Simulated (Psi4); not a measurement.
H2S, charge +1, doublet, at a GFN2-xTB geometry (a state made from the parent by changing its charge; the spin is typed, not shown lowest).

Input for Psi4:
```
memory 2 GB

molecule {
1 2
  S    -0.00036152   -0.00213359    0.10390253
  H    -0.03847239    1.00861520   -0.81100328
  H     0.04425671   -0.97447779   -0.85143727
}

set basis aug-cc-pvdz
set reference uks
set scf_type pk
set puream true
set d_convergence 1e-8
set dft_radial_points 99
set dft_spherical_points 590

energy('wb97x')
print_variables()
```

Task: What does this run give for the <S^2>, total energy, nuclear repulsion energy, number of basis functions?

Result: 
| Property | Result |
|---|---|
| <S^2> | 0.754 |
| total energy | -399.0071 Eh |
| nuclear repulsion energy | 12.6825 Eh |
| number of basis functions | 45 |

These values belong to the state on which the SCF converged, which isn't shown to be the lowest.

Task: Roughly what does it cost on one core?

Result: roughly 11 core-seconds.
